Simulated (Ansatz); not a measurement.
`FBN([SiH3])[SiH3]` + `C[CH2][AlH2]` → `FBC[CH2][AlH2]` + `[SiH3]N[SiH3]`  (formal exchange of groups at a B–N bond)

Calculated with Ansatz (gas phase, PBE0-D4/def2-TZVP geometries, no zero-point term in ΔE). CCSD(T)/CBS adds triple-zeta CCSD(T) − MP2 to the extrapolated MP2 energy (def2 sets, frozen cores). This one scheme is used for every species. Functionals use def2-TZVPP. B3LYP here is the variant with VWN-RPA as its local correlation; programs differ in this. Each species was taken in one conformer, which may not be the lowest.

| level | ΔE (kcal/mol) | difference from CCSD(T)/CBS |
| --- | --- | --- |
| PBE-D4 | 27.0 | -1.5 |
| r2SCAN-D4 | 27.6 | -0.9 |
| PBE0-D4 | 27.8 | -0.7 |
| B3LYP-D4 | 29.2 | 0.7 |
| ωB97X-V | 28.6 | 0.1 |
| ωB97M-V | 28.6 | 0.1 |
| B2PLYP | 28.7 | 0.2 |
| PBE | 26.6 | -1.9 |
| r2SCAN | 27.6 | -0.9 |
| PBE0 | 27.4 | -1.1 |
| B3LYP | 28.5 | 0.0 |
| HF/def2-TZVPP | 30.7 | 2.2 |
| MP2/def2-TZVPP | 28.6 | 0.1 |
| SCS-MP2/def2-TZVPP | 29.1 | 0.6 |
| CCSD/def2-TZVPP | 29.0 | 0.5 |
| CCSD(T)/def2-TZVPP | 28.8 | 0.3 |
| HF/def2-QZVPP | 30.6 | 2.1 |
| MP2/def2-QZVPP | 28.4 | -0.1 |
| SCS-MP2/def2-QZVPP | 28.9 | 0.4 |
| HF/CBS(def2) | 30.6 | 2.1 |
| MP2/CBS(def2) | 28.3 | -0.2 |
| CCSD/CBS(def2) | 28.7 | 0.2 |
| CCSD(T)/CBS | 28.5 | 0 |

Largest T1 diagnostic among the species: 0.012.

In def2-TZVPP, CCSD(T) changes the Hartree–Fock value by −1.9 kcal/mol (the triples alone add −0.2 kcal/mol) and MP2 by −2.1 kcal/mol. From PBE to PBE0 (25 % exact exchange), in def2-TZVPP and without D4, ΔE moves by +0.8 kcal/mol.
